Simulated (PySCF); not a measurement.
# Working with the constants of MnSi

PBE0 constants of MnSi, ⁸Σ⁻ (octet), unpaired electrons σ ↑, π ↑↑↑↑, δ ↑↑, a second solution, started from another occupation (basis Mn x2c-TZVPPall, Si x2c-TZVPPall; spin-free X2C with a Gaussian nucleus; PySCF 2.14; masses 54.9380 and 27.9769 u):

```
ωe              : 295.7 cm⁻¹
ωexe            : 1.78 cm⁻¹
Be              : 0.14639 cm⁻¹
αe              : 0.00100 cm⁻¹
D (centrifugal) : 1.44e-07 cm⁻¹
```

Give the vibrational terms G(v) and spacings up to v = 6.

G(v) = ωe(v+½) − ωexe(v+½)².

| v | G(v) (cm⁻¹) | G(v) − G(v−1) | Bv (cm⁻¹) |
| --- | --- | --- | --- |
| 0 | 147.4 |  | 0.1459 |
| 1 | 439.5 | 292.1 | 0.1449 |
| 2 | 728.1 | 288.6 | 0.1439 |
| 3 | 1013.1 | 285.0 | 0.1429 |
| 4 | 1294.6 | 281.5 | 0.1419 |
| 5 | 1572.5 | 277.9 | 0.1409 |
| 6 | 1846.8 | 274.3 | 0.1399 |
